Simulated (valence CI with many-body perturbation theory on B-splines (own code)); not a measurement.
The numbers below are computed, except where a source is named.
## Re61+: what the settings do

Method: relativistic CI+MBPT: four valence electrons over a frozen Dirac-Fock core [Ne], a basis of 6 s, 6 p, 5 d, 3 f, 1 g functions for each j, with the one-electron correlation potential Σ1 (screened to all orders), the two-electron term Σ2, the three-electron term Σ3, Breit, model QED; selected single and double excitations, second order for the rest, scaled by the run's own slope (own B-spline code, finite nucleus).

The last digits are not significant, and no measured levels were compared; by estimate large intervals hold to a few tenths of a per cent, small ones and those within an open d or f shell to about a per cent.

The reference run has the lowest level (3s^2 3p1/2^2) J=0 and an ionisation energy of 6811.54 eV. Its largest variational space holds 10000 state functions.

Levels are named by their leading jj configuration (3d3/2^4 stands for four electrons in 3d with j = 3/2), which in mixed levels can hold well under half, so a name can repeat and another be missing.

Changed runs:
A. correlating orbitals by l 3 3 3 2 1 → 3 3 4 4 3; factor on the speed of light 1 → 100; QED terms on → off
B. size limit of the variational space 10000 → 1500; second order for the rest on → off
C. averaging of valence orbitals over low configurations on → off; factor on the speed of light 1 → 100; QED terms on → off
D. start configuration 3s2 3p2 → 3s4 (bad on purpose)

Excitation energies of the reference run in cm⁻¹, and shifts in cm⁻¹:

| Level | Reference | A | B | C |
| --- | --- | --- | --- | --- |
| (3s^2 3p1/2 3p3/2) J=1 | 2995990 | -2995908 | +604 | -2995908 |
| (3s^2 3p1/2 3p3/2) J=2 | 3072430 |  | +1274 |  |
| (3s 3p1/2^2 3p3/2) J=2 | 4386910 |  | +1637 |  |
| (3s 3p1/2^2 3p3/2) J=1 | 4612700 | -3505994 | +1313 | -3505966 |
| (3s^2 3p1/2 3d3/2) J=2 | 4802620 |  | +1909 |  |
| (3s^2 3p1/2 3d3/2) J=1 | 5164290 |  | +1447 |  |
| (3s^2 3p1/2 3d5/2) J=2 | 5660740 |  | +1995 |  |
| (3s^2 3p1/2 3d5/2) J=3 | 5670660 |  | +1249 |  |
| (3s^2 3p3/2^2) J=2 | 6126220 |  | +917 |  |
| (3s 3p1/2^2 3d3/2) J=1 | 6228130 |  | +615 |  |
| (3s 3p1/2^2 3d3/2) J=2 | 6289390 |  | +1555 |  |
| (3s^2 3p3/2^2) J=0 | 6294220 | -6009068 | +35 | -6008973 |
| Ionisation energy (eV) | 6811.54 | -477.11 | -0.0007 | -477.12 |

A blank means that the level has no clear partner in that run.

Run D: It gave no result: a shell was given more electrons than it holds. The program said: "a valence shell holds more than 4l+2 electrons".
